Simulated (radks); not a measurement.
Results of a calculation; reference values are marked as such.
Neutral vanadium, 23 electrons, occupied as [Ar] 3d1 4p4 (not the ground configuration). Code: a radial shooting solver on a logarithmic mesh with Libxc functionals. Model: scalar-relativistic Kohn-Sham, PBE, spin-polarised, spherical densities, finite nucleus; open shells are filled with parallel spins first; Fermi nuclear charge, rms radius 3.6002 fm.

Local quantities along the radius. ELF = 1/(1 + alpha^2) is the electron localisation function; alpha = (tau - tau_W)/tau_unif compares the Pauli kinetic energy density with that of the uniform gas (summed over spins). tau is taken from the large components.

r (bohr)	ELF	alpha
0.003271	1.000	0.01536
0.003747	1.000	0.01568
0.004293	1.000	0.01610
0.004919	1.000	0.01663
0.005635	1.000	0.01729
0.006456	1.000	0.01812
0.007397	1.000	0.01915
0.008475	1.000	0.02044
0.009787	1.000	0.02215
0.01121	0.999	0.02419
0.01285	0.999	0.02679
0.01472	0.999	0.03015
0.01686	0.999	0.03452
0.01932	0.998	0.04035
0.02213	0.998	0.04825
0.02536	0.997	0.05921
0.02905	0.994	0.07482
0.03328	0.991	0.09765
0.03813	0.983	0.1320
0.04369	0.967	0.1852
0.05005	0.932	0.2694
0.05734	0.860	0.4039
0.0657	0.726	0.6149
0.07527	0.541	0.9217
0.08624	0.375	1.292
0.0988	0.285	1.586
0.1132	0.278	1.613
0.1297	0.351	1.360
0.1486	0.493	1.014
0.1716	0.659	0.7189
0.1966	0.770	0.5460
0.2252	0.828	0.4556
0.258	0.843	0.4313
0.2956	0.810	0.4839
0.3387	0.682	0.6832
0.388	0.406	1.210
0.4446	0.176	2.167
0.5093	0.129	2.598
0.5835	0.248	1.742
0.6685	0.548	0.9073
0.7659	0.771	0.5454
0.8775	0.843	0.4318
1.005	0.840	0.4364
1.152	0.768	0.5500
1.32	0.560	0.8858
1.512	0.242	1.770
1.732	0.087	3.236
1.984	0.083	3.329
2.274	0.214	1.915
2.605	0.484	1.033
3.008	0.662	0.7150
3.446	0.701	0.6525
3.948	0.670	0.7022
4.524	0.577	0.8556
5.183	0.425	1.162
5.938	0.247	1.746
6.803	0.106	2.903
7.794	0.033	5.404
8.929	0.008	11.40
10.23	0.001	27.50
11.72	0.000	75.95

On this mesh the ELF has minima near r = 0.11, 0.51, 2.0 bohr, which separate the shells, and maxima near 0.26 (0.84), 0.88 (0.84), 3.4 (0.70).
